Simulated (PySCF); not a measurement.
Deprotonation sites of 4,4,4-trifluorobutyric acid

Molecule: `O=C(O)CCC(F)(F)F` (C4H5F3O2). Atom numbers as in the mapped SMILES `[O:1]=[C:2]([OH:3])[CH2:4][CH2:5][C:6]([F:7])([F:8])[F:9]`.

These are calculated values, ωB97X-D3(BJ)/ma-def2-TZVP in PySCF (grid level 2) at geometries from PBE0-D3(BJ)/ma-def2-SVP. The prefix ma- adds one diffuse s and one diffuse p function on all atoms but H. ωB97X-D3(BJ) is ωB97X-V with D3(BJ) in place of VV10. Zero-point and thermal terms (298.15 K, 1 bar) come from unscaled GFN2-xTB harmonic frequencies, with soft modes damped to free rotors in the entropy. These were taken at the GFN2-xTB minima.

```tsv
site	product	ΔH(acid) / kJ/mol	ΔG(acid) / kJ/mol	gas share
O3 (acid OH oxygen)	O=C([O-])CCC(F)(F)F	1420	1388	> 99.9 %
C4 (carbon α to the carbonyl-type group)	O=C(O)[CH-]CC(F)(F)F	1512	1481	< 0.1 %
```

ΔH and ΔG refer to AH → A⁻ + H⁺ in the gas phase. Shares are Boltzmann weights among the listed products; an error of 10 kJ/mol changes a ratio about 56-fold. Sites whose products fell apart, merged with another or lost in a GFN2-xTB screen aren't listed.

Among these, O3 (acid OH oxygen) wins by 93 kJ/mol in gas-phase free energy over C4.

Measured values (NIST Chemistry WebBook, evaluated or the median of agreeing entries): deprotonation enthalpy (ΔH) 1408 kJ/mol (computed 1420, difference 12); gas-phase acidity (ΔG) 1379 kJ/mol (computed 1388, difference 9). These are compared with the most favourable site that keeps the skeleton.

Note: C5 is not listed: the run failed or kept an imaginary mode, or the ion rearranged or equalled another.

Hardware: 1 thread of AMD EPYC 7B13, shared with other jobs. Command: `OMP_NUM_THREADS=1 python redox_run.py task.json out`. Structures, frequencies and single points: 7.7 min.
